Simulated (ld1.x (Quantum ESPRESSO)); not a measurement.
## selenium: what ld1.x (Quantum ESPRESSO) 7.5 does with a changed input

Command:

```bash
ld1.x < Se.in > Se.out
```

Input:

```
&input
   title='Se', zed=34., rel=1, dft='PBESOL', iswitch=3, rmax=10.0,
   config='[Ar] 3d10 4s2 4p2.5',
   nld=2, rlderiv=1.80, eminld=-4.0, emaxld=5.0, deld=0.02
 /
 &inputp
   pseudotype=2, tm=.true., lloc=-2, rcloc=1.55,
   nlcc=.true., new_core_ps=.true., rcore=1.20,
   file_pseudopw='Se.UPF', file_wfcaegen='ae.wfc', file_wfcncgen='nc.wfc', file_beta='beta', file_chi='chi'
 /
2
4S  1  0   2.00   0.00  1.55  1.55  0.0
4P  2  1   2.50   0.00  1.65  1.65  0.0
 &test
   configts(1)='4s2 4p2.5'
 /
```

This is an input that runs to its end, with one change: mesh end rmax=10.0.

Q: How does the run end?

A: The program runs through. The occupied levels of the test differ from the all-electron ones by at most 0.00001 Ry (unchanged input: 0.00001 Ry).

```
     dft =PBESOL   lsd =0 sic =0 latt =0  beta=0.20 tr2=1.0E-14
     mesh =1027 r(mesh) =   9.96062 xmin = -7.00 dx = 0.01250

     n l     nl             e AE (Ry)        e PS (Ry)    De AE-PS (Ry)
     1 0     4S   1( 2.00)       -2.36248       -2.36249        0.00001
     2 1     4P   1( 2.50)       -1.49411       -1.49411        0.00000

     eps = 5.3E-16  iter =  4

     Etot =   -4855.153040 Ry,   -2427.576520 Ha,  -66057.722327 eV
     Etotps =   -36.690333 Ry,     -18.345167 Ha,    -499.197413 eV

     Ekin =       5.224674 Ry,       2.612337 Ha,      71.085314 eV
     Encl =     -30.850608 Ry,     -15.425304 Ha,    -419.743904 eV
     Ehrt =       9.587119 Ry,       4.793559 Ha,     130.439397 eV
     Ecxc =     -23.073420 Ry,     -11.536710 Ha,    -313.929867 eV
     (Ecc =     -19.319277 Ry,      -9.659638 Ha,    -262.852149 eV)
     Epseu=       2.421901 Ry,       1.210951 Ha,      32.951648 eV

     ---------------------- End of pseudopotential test ----------------------
```
